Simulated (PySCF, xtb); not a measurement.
GaF₂Cl, SMILES [F][Ga]([F])[Cl].

Harmonic wavenumbers (cm⁻¹) from GFN2-xTB (xtb 6.7.1) at its own minimum, in rising order: 99, 133, 137, 361, 472, 473.

Problem. What does ωB97X-D3(BJ)/def2-SVP (PySCF) give at its own minimum? (Estimate from the structure and the level; the computed values follow.)

Solution. 151, 184, 193, 458, 723, 771. Paired by order, the mean absolute difference is 134 cm⁻¹ and the zero-point energies are 2.4 and 3.5 kcal/mol.
